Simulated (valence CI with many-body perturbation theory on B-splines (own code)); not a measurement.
**Gd XXIV: E2, M1 decay**

Computed by valence CI with perturbative core correlation (CI+MBPT): five valence electrons over a frozen Dirac-Fock core [Kr], radial functions for each j: 7 s, 7 p, 8 d, 6 f, 4 g, 1 h, with the one-electron correlation potential Σ1 (screened to all orders), the two-electron term Σ2, the three-electron term Σ3, Breit, model QED; selected single and double excitations, second order for the rest, scaled by the run's own slope (own B-spline code, finite nucleus).

No measured spectrum was set against this ion. As an estimate, terms of the open shell hold to 2 to 4 % of their energy, and close levels can change places. Among the levels kept, up to 370 cm⁻¹ of a level comes from second order outside the variational space, and about a tenth of that is noise between levels of different J, which matters for small intervals. The list stops below the first excitations out of the core.

Lines 1 to 50 of 120 in falling wavelength, among levels below 754350 cm⁻¹, chosen from the decays that carry over 1 % of a level's rate. Wavelengths and rates use the calculated energies, so an error of 2000 cm⁻¹ moves a line at 609.2 nm by 12 % and its rate by three times that or more. Electric multipoles are in the length gauge, E1 and E2 with the static RPA response of the core. S is in atomic units (e²a₀⁴ for E2 and M2, e²a₀⁶ for E3), for M1 in squared Bohr magnetons. Weak lines are less certain than strong ones. Lines between different terms over intervals too small for the method are left out, as are lines whose strength nearly cancels.

Levels are named by their leading jj configuration (3d3/2^4 stands for four electrons in 3d with j = 3/2), which in mixed levels can hold well under half, so a name can repeat and another be missing. Letters in brackets count levels of one name in rising energy.

| λ vac (nm) | Upper | Lower | Type | A (s⁻¹) | S (a.u.) |
| --- | --- | --- | --- | --- | --- |
| 1904 | (4d3/2^3 4d5/2^2) J=11/2 | (4d3/2^3 4d5/2^2) J=7/2 [a] | E2 | 1.23e-07 | 3.31e-03 |
| 1477 | (4d3/2^3 4d5/2^2) J=9/2 | (4d3/2^3 4d5/2^2) J=11/2 | M1 | 4.76e+00 | 5.69e+00 |
| 881.1 | (4d3/2^3 4d5/2^2) J=5/2 [b] | (4d3/2^3 4d5/2^2) J=3/2 [a] | M1 | 1.84e+01 | 2.80e+00 |
| 831.9 | (4d3/2^3 4d5/2^2) J=9/2 | (4d3/2^3 4d5/2^2) J=7/2 [a] | M1 | 3.03e+01 | 6.47e+00 |
| 785.3 | (4d3/2^2 4d5/2^3) J=13/2 | (4d3/2^2 4d5/2^3) J=11/2 | M1 | 1.51e+01 | 3.78e+00 |
| 609.2 | (4d3/2^3 4d5/2^2) J=1/2 | (4d3/2^3 4d5/2^2) J=3/2 [a] | M1 | 1.64e+02 | 2.75e+00 |
| 595.9 | (4d3/2^3 4d5/2^2) J=7/2 [b] | (4d3/2^3 4d5/2^2) J=5/2 [b] | M1 | 5.68e+01 | 3.57e+00 |
| 562.7 | (4d3/2^2 4d5/2^3) J=7/2 [b] | (4d3/2^2 4d5/2^3) J=5/2 [b] | M1 | 2.66e+01 | 1.41e+00 |
| 548.5 | (4d3/2^2 4d5/2^3) J=5/2 [b] | (4d3/2^3 4d5/2^2) J=3/2 [b] | M1 | 5.00e+01 | 1.83e+00 |
| 395.1 | (4d3/2^2 4d5/2^3) J=5/2 [c] | (4d3/2^2 4d5/2^3) J=3/2 [a] | M1 | 6.53e+01 | 8.96e-01 |
| 384.0 | (4d3/2^2 4d5/2^3) J=9/2 [b] | (4d3/2^2 4d5/2^3) J=9/2 [a] | M1 | 8.04e+01 | 1.69e+00 |
| 376.1 | (4d3/2^3 4d5/2^2) J=7/2 [a] | (4d3/2^3 4d5/2^2) J=5/2 [a] | M1 | 3.05e+02 | 4.82e+00 |
| 373.8 | (4d3/2^2 4d5/2^3) J=3/2 [a] | (4d3/2^2 4d5/2^3) J=5/2 [a] | M1 | 2.34e+02 | 1.81e+00 |
| 345.7 | (4d3/2^2 4d5/2^3) J=9/2 [a] | (4d3/2^3 4d5/2^2) J=7/2 [b] | M1 | 2.30e+02 | 3.52e+00 |
| 342.4 | (4d3/2^3 4d5/2^2) J=3/2 [a] | (4d3/2^3 4d5/2^2) J=5/2 [a] | M1 | 1.19e+02 | 7.12e-01 |
| 335.9 | (4d3/2^2 4d5/2^3) J=7/2 [b] | (4d3/2^2 4d5/2^3) J=9/2 [a] | M1 | 3.86e+01 | 4.35e-01 |
| 325.3 | (4d3/2^3 4d5/2^2) J=7/2 [b] | (4d3/2^3 4d5/2^2) J=7/2 [a] | M1 | 1.52e+02 | 1.55e+00 |
| 303.8 | (4d3/2^2 4d5/2^3) J=3/2 [b] | (4d3/2^2 4d5/2^3) J=3/2 [a] | M1 | 1.65e+02 | 6.88e-01 |
| 301.1 | (4d3/2^2 4d5/2^3) J=9/2 [c] | (4d3/2^2 4d5/2^3) J=7/2 [b] | M1 | 8.03e+01 | 8.13e-01 |
| 290.6 | (4d3/2^3 4d5/2^2) J=3/2 [b] | (4d3/2^3 4d5/2^2) J=1/2 | M1 | 6.71e+01 | 2.44e-01 |
| 272.2 | (4d3/2^2 4d5/2^3) J=7/2 [a] | (4d3/2^3 4d5/2^2) J=5/2 [b] | M1 | 4.85e+02 | 2.90e+00 |
| 270.7 | (4d3/2^2 4d5/2^3) J=9/2 [c] | (4d3/2^2 4d5/2^3) J=9/2 [b] | M1 | 5.71e+02 | 4.20e+00 |
| 268.0 | (4d3/2 4d5/2^4) J=7/2 [a] | (4d3/2^2 4d5/2^3) J=5/2 [c] | M1 | 3.32e+02 | 1.89e+00 |
| 258.6 | (4d3/2^2 4d5/2^3) J=5/2 [c] | (4d3/2^3 4d5/2^2) J=3/2 [b] | M1 | 6.33e+02 | 2.44e+00 |
| 258.6 | (4d3/2^2 4d5/2^3) J=7/2 [a] | (4d3/2^3 4d5/2^2) J=9/2 | M1 | 8.08e+02 | 4.14e+00 |
| 258.1 | (4d3/2^2 4d5/2^3) J=7/2 [b] | (4d3/2^2 4d5/2^3) J=7/2 [a] | M1 | 2.38e+02 | 1.21e+00 |
| 253.3 | (4d3/2^3 4d5/2^2) J=3/2 [b] | (4d3/2^3 4d5/2^2) J=5/2 [b] | M1 | 1.72e+02 | 4.14e-01 |
| 249.7 | (4d3/2^2 4d5/2^3) J=5/2 [a] | (4d3/2^3 4d5/2^2) J=7/2 [a] | M1 | 6.84e+02 | 2.37e+00 |
| 246.6 | (4d3/2^3 4d5/2^2) J=5/2 [b] | (4d3/2^3 4d5/2^2) J=5/2 [a] | M1 | 1.66e+03 | 5.54e+00 |
| 246.4 | (4d3/2^2 4d5/2^3) J=1/2 [b] | (4d3/2^2 4d5/2^3) J=3/2 [a] | M1 | 3.97e+02 | 4.40e-01 |
| 244.3 | (4d3/2^2 4d5/2^3) J=5/2 [b] | (4d3/2^3 4d5/2^2) J=7/2 [b] | M1 | 3.68e+02 | 1.19e+00 |
| 241.5 | (4d3/2^2 4d5/2^3) J=5/2 [c] | (4d3/2^2 4d5/2^3) J=7/2 [a] | M1 | 2.59e+02 | 8.10e-01 |
| 238.9 | (4d3/2^2 4d5/2^3) J=1/2 [a] | (4d3/2^3 4d5/2^2) J=1/2 | M1 | 1.79e+03 | 1.81e+00 |
| 238.6 | (4d3/2^3 4d5/2^2) J=5/2 [a] | (4d3/2^4 4d5/2) J=5/2 | M1 | 2.28e+03 | 6.88e+00 |
| 236.6 | (4d3/2^2 4d5/2^3) J=11/2 | (4d3/2^3 4d5/2^2) J=9/2 | M1 | 3.49e+02 | 2.06e+00 |
| 228.8 | (4d3/2 4d5/2^4) J=7/2 [a] | (4d3/2^2 4d5/2^3) J=9/2 [b] | M1 | 4.60e+02 | 1.63e+00 |
| 224.8 | (4d3/2 4d5/2^4) J=5/2 [a] | (4d3/2^2 4d5/2^3) J=3/2 [a] | M1 | 7.13e+02 | 1.80e+00 |
| 216.1 | (4d3/2^2 4d5/2^3) J=3/2 [b] | (4d3/2^3 4d5/2^2) J=3/2 [b] | M1 | 2.95e+01 | 4.42e-02 |
| 209.4 | (4d3/2^2 4d5/2^3) J=3/2 [a] | (4d3/2^3 4d5/2^2) J=1/2 | M1 | 2.23e+02 | 3.03e-01 |
| 204.0 | (4d3/2^2 4d5/2^3) J=11/2 | (4d3/2^3 4d5/2^2) J=11/2 | M1 | 1.94e+03 | 7.34e+00 |
| 198.8 | (4d3/2 4d5/2^4) J=11/2 | (4d3/2^2 4d5/2^3) J=9/2 [b] | M1 | 5.11e+02 | 1.79e+00 |
| 197.3 | (4d3/2^2 4d5/2^3) J=7/2 [a] | (4d3/2^3 4d5/2^2) J=7/2 [a] | M1 | 9.63e+02 | 2.19e+00 |
| 196.7 | (4d3/2^3 4d5/2^2) J=3/2 [b] | (4d3/2^3 4d5/2^2) J=3/2 [a] | M1 | 2.41e+02 | 2.73e-01 |
| 192.1 | (4d3/2^2 4d5/2^3) J=5/2 [c] | (4d3/2^2 4d5/2^3) J=5/2 [a] | M1 | 2.76e+02 | 4.35e-01 |
| 189.3 | (4d3/2^2 4d5/2^3) J=3/2 [a] | (4d3/2^3 4d5/2^2) J=5/2 [b] | M1 | 6.35e+02 | 6.39e-01 |
| 183.8 | (4d3/2^2 4d5/2^3) J=9/2 [a] | (4d3/2^3 4d5/2^2) J=11/2 | M1 | 7.97e+02 | 1.83e+00 |
| 181.9 | (4d3/2^2 4d5/2^3) J=9/2 [b] | (4d3/2^3 4d5/2^2) J=7/2 [b] | M1 | 4.71e+02 | 1.05e+00 |
| 173.3 | (4d3/2^2 4d5/2^3) J=5/2 [b] | (4d3/2^3 4d5/2^2) J=5/2 [b] | M1 | 2.58e+03 | 2.98e+00 |
| 173.2 | (4d3/2 4d5/2^4) J=7/2 [a] | (4d3/2^2 4d5/2^3) J=5/2 [b] | M1 | 1.56e+03 | 2.40e+00 |
| 171.6 | (4d3/2^2 4d5/2^3) J=1/2 [a] | (4d3/2^3 4d5/2^2) J=3/2 [a] | M1 | 2.21e+03 | 8.30e-01 |
